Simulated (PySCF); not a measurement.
# Predicted spectroscopic data

PySCF calculation with NMR shieldings at PBE0/pcSseg-1/GIAO and coordinates at the GFN2-xTB level; single conformer, relativity neglected, averaged over atoms made equivalent by symmetry, fast rotation or ring inversion, no solvent model.

References, each an isolated molecule treated in the same way: $^{1}$H (σref 31.72), $^{13}$C (σref 186.93) vs TMS. Splittings of carbon signals by F and P are missing where no couplings were computed. Where no couplings were computed, multiplicities follow the n + 1 count of equivalent neighbours, and m marks all less simple cases (inequivalent or close neighbours, rings, F or P nearby). Shifts are as computed. Against solution values, carbons near 30 ppm lie about +3 ppm off and those near 130 ppm about +5 ppm; carbons on Cl a further +6 ppm. Of 1309 compounds with measured shifts, 239 miss one by over three times the rms of a fit or turn the order of signals round; such compounds aren't used in these exercises. Carbons bonded to Cl come out too deshielded.

Compound 1 (C2H6Cl2F2Si3). $^{1}$H NMR (600 MHz, computed): δ 6.45 (m, 1H), 6.41 (m, 1H), 5.04 (m, 2H), 4.99 (m, 2H). $^{13}$C{$^{1}$H} NMR (computed): δ 103.6, 90.1. Structure: SMILES F[Si@H]1[SiH2][C@](F)(C(Cl)Cl)[SiH2]1.

Compound 2 (C2H11O2PSi3). $^{1}$H NMR (600 MHz, computed): δ 4.58 (m, 2H), 4.24 (m, 6H), 3.99 (s, 3H). $^{13}$C{$^{1}$H} NMR (computed): δ 192.9 (C), 53.5 (CH3). Structure: `COC(=O)[SiH2]P([SiH3])[SiH3]`.
